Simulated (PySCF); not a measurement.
Screening by computed properties: pick the candidate that meets the target.

Each SMILES stands for a single optimised conformer of the isolated species, non-relativistic unless stated; the electronic structure was computed with PySCF and density fitting.

Dipoles, sizes and rotational constants follow the conformer. The torsions of the flexible species, by atom-mapped SMILES:
- `[C-:1]#[N+:2][CH2:3][CH:4]=[CH2:5]`: N2–C3–C4–C5 123°
- `[OH:1][c:2]1[cH:3][cH:4][c:5]([CH2:6][C:7]([F:8])([F:9])[F:10])[cH:11][cH:12]1`: C4–C5–C6–C7 -86°, C5–C6–C7–F8 180°, H–O1–C2–C3 1°
- `[CH2:1]=[CH:2][CH2:3][P@@:4]([PH2:5])(=[S:6])[CH:7]([CH3:8])[CH3:9]`: C1–C2–C3–P4 -122°, C2–C3–P4–P5 166°, C3–P4–C7–C8 174°, H–P5–P4–C3 157°, H–P5–P4–C3 65°

(1) Wanted: HOMO–LUMO gap below 6 eV (PBE0/pcSseg-1) and smallest rotational constant below 2.76 GHz (GFN2-xTB), at GFN2-xTB geometries. Which candidate meets both?
A. `C/C=C\C#N`
B. `Oc1ccc(CC(F)(F)F)cc1`
C. `C=CC[P@@](P)(=S)C(C)C`
D. `C=CC[N+]#[C-]`

Answers

(1) C. Computed values:
```
              species  HOMO–LUMO gap  smallest rotational constant
C=CC[P@@](P)(=S)C(C)C        5.72 eV                     0.704 GHz
 Oc1ccc(CC(F)(F)F)cc1        6.24 eV                     0.449 GHz
            C/C=C\C#N        6.66 eV                     2.803 GHz
        C=CC[N+]#[C-]        7.96 eV                     2.721 GHz
```
